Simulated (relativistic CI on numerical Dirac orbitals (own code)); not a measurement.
**d5 in a ligand field**

Computed with a parametric ligand-field model of a d^n configuration (Racah B and C, spin-orbit zeta, crystal field), exact diagonalisation.

Field parameters in Wybourne normalisation: Oh B⁴₀ = 21Dq, B⁴₄ = √(5/14) B⁴₀; Td as Oh with Dq negative (B⁴₀ = 21Dq, B⁴₄ = √(5/14) B⁴₀). The field is a parameter set, without covalency.

(1) A d5 ion in Oh symmetry has the ground term 2T2 and bands at 6A1 1116 cm⁻¹, 4T1 3765 cm⁻¹ (2656 nm), 4T2 6696 cm⁻¹ (1494 nm), 2A2 10096 cm⁻¹ (991 nm), 2T1 10234 cm⁻¹ (977 nm), 2T2 11223 cm⁻¹ (891 nm), 2E 12204 cm⁻¹ (819 nm). Which parameters reproduce them?

(2) A d5 ion in Oh symmetry has the ground term 2T2 and bands at 4T1 17913 cm⁻¹ (558 nm), 6A1 22091 cm⁻¹ (453 nm), 4T2 24541 cm⁻¹ (407 nm), 2A2 31749 cm⁻¹ (315 nm), 2T1 32053 cm⁻¹ (312 nm), 2T2 34428 cm⁻¹ (290 nm), 2E 36555 cm⁻¹ (274 nm). Which parameters reproduce them?

(3) A d5 ion in Oh symmetry has the ground term 2T2 and bands at 6A1 6805 cm⁻¹ (1470 nm), 4T1 9144 cm⁻¹ (1094 nm), 4T2 14376 cm⁻¹ (696 nm), 2A2 20678 cm⁻¹ (484 nm), 2T1 20917 cm⁻¹ (478 nm), 2T2 22737 cm⁻¹ (440 nm), 2E 24502 cm⁻¹ (408 nm). Which parameters reproduce them?

(4) Ground term and bands for B = 660, C = 3190, ζ = 0 cm⁻¹, Oh, 10Dq = 29200 cm⁻¹?

(5) Ground term and bands for B = 730, C = 2740, ζ = 0 cm⁻¹, Td, 10Dq = -9100 cm⁻¹?

Results:

(1) B = 410, C = 1830, ζ = 0 cm⁻¹, Oh, 10Dq = 12150 cm⁻¹.

(2) B = 890, C = 4000, ζ = 0 cm⁻¹, Oh, 10Dq = 36600 cm⁻¹.

(3) B = 720, C = 3350, ζ = 0 cm⁻¹, Oh, 10Dq = 24500 cm⁻¹.

(4) Ground term 2T2 with 0.04 electrons in the two orbitals of the cubic e set. Spin-allowed: 2A2 25391 cm⁻¹ (394 nm), 2T1 25609 cm⁻¹ (390 nm), 2T2 27410 cm⁻¹ (365 nm), 2E 29056 cm⁻¹ (344 nm). Lowest spin-forbidden: 4T1 14455 cm⁻¹ (692 nm), 6A1 18270 cm⁻¹ (547 nm), 4T2 19380 cm⁻¹ (516 nm).

(5) Ground term 6A1 with 2.00 electrons in the two orbitals of the cubic e set. Spin-allowed: none. Lowest spin-forbidden: 4T1 13868 cm⁻¹ (721 nm), 2T2 17031 cm⁻¹ (587 nm), 4T2 17924 cm⁻¹ (558 nm). A high-spin d5 ion has no spin-allowed d-d band, hence its pale colour.
